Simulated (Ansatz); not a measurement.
Geometry optimisation, Ansatz 0.2.0, RKS PBE0/def2-SVP.

The input (input.yaml):

```yaml
crystal:
  periodic: [false, false, false]
  atoms:
    - { symbol: B, position_ang: [0.084, 0.8213, 1.5467] }
    - { symbol: C, position_ang: [-0.7771, 0.1382, 0.3768] }
    - { symbol: C, position_ang: [-0.38013, -1.17253, 0.0468] }
    - { symbol: C, position_ang: [-1.56921, -0.93081, 0.92622] }
    - { symbol: "N", position_ang: [-2.72533, -1.37943, 1.56732] }
    - { symbol: H, position_ang: [-0.4723, 1.7579, 2.1422] }
    - { symbol: H, position_ang: [1.1108, 0.4495, 1.889] }
    - { symbol: H, position_ang: [-1.1701, 0.68492, -0.4448] }
    - { symbol: H, position_ang: [0.32911, -1.83013, -0.36745] }
    - { symbol: H, position_ang: [-2.89377, -2.36659, 1.66245] }
    - { symbol: H, position_ang: [-3.35862, -0.65591, 2.01009] }
basis:
  gaussian: { orbitals: def2-SVP }
hamiltonian:
  xc: pbe0
relax:
  f_tol: 0.015
  max_steps: 40
```

Launched with:

```bash
$ ansatz run input.yaml --threads 2 --pin off --max-ram 3072MiB --backend cpu --events-out ev --progress --plain --runs-dir out
```

Task: Where does it end, and by what steps?

Result: The forces met the threshold. After 30 steps the energy has fallen by 2.739 eV; H6 moved furthest, 2.18 Å. Joined: B1–C3.

```json
{"step": "0", "energy less start (eV)": "0.0000", "largest force component (eV/Å)": "6.028", "accepted": "yes"}
{"step": "2", "energy less start (eV)": "-1.5899", "largest force component (eV/Å)": "4.842", "accepted": "yes"}
{"step": "4", "energy less start (eV)": "-1.8973", "largest force component (eV/Å)": "0.348", "accepted": "yes"}
{"step": "6", "energy less start (eV)": "-1.9743", "largest force component (eV/Å)": "0.384", "accepted": "yes"}
{"step": "8", "energy less start (eV)": "-2.0151", "largest force component (eV/Å)": "0.615", "accepted": "yes"}
{"step": "10", "energy less start (eV)": "-2.0310", "largest force component (eV/Å)": "0.065", "accepted": "yes"}
{"step": "12", "energy less start (eV)": "-2.0333", "largest force component (eV/Å)": "0.086", "accepted": "yes"}
{"step": "14", "energy less start (eV)": "-2.0346", "largest force component (eV/Å)": "0.065", "accepted": "yes"}
{"step": "16", "energy less start (eV)": "-2.0361", "largest force component (eV/Å)": "0.151", "accepted": "yes"}
{"step": "18", "energy less start (eV)": "-2.0424", "largest force component (eV/Å)": "0.367", "accepted": "yes"}
{"step": "20", "energy less start (eV)": "-2.1020", "largest force component (eV/Å)": "0.681", "accepted": "yes"}
{"step": "22", "energy less start (eV)": "-2.4182", "largest force component (eV/Å)": "0.920", "accepted": "yes"}
{"step": "24", "energy less start (eV)": "-2.6574", "largest force component (eV/Å)": "1.067", "accepted": "yes"}
{"step": "26", "energy less start (eV)": "-2.7283", "largest force component (eV/Å)": "0.259", "accepted": "yes"}
{"step": "28", "energy less start (eV)": "-2.7379", "largest force component (eV/Å)": "0.057", "accepted": "yes"}
{"step": "30", "energy less start (eV)": "-2.7387", "largest force component (eV/Å)": "0.006", "accepted": "yes"}
```

```xyz
11
Properties=species:S:1:pos:R:3
B 0.264 0.614 1.327
C -1.280 0.501 0.851
C -0.264 -0.792 0.723
C -1.581 -0.820 1.180
N -2.610 -1.641 1.325
H 1.003 1.265 0.611
H 0.446 0.638 2.528
H -1.848 1.050 0.089
H 0.055 -1.375 -0.151
H -2.470 -2.641 1.369
H -3.537 -1.281 1.503
```

Whether the end is a true minimum wasn't checked by a vibrational analysis.

Run time: 59 s on 2 threads of Arm Neoverse V2, with other jobs on the host, peak memory 0.2 GiB.
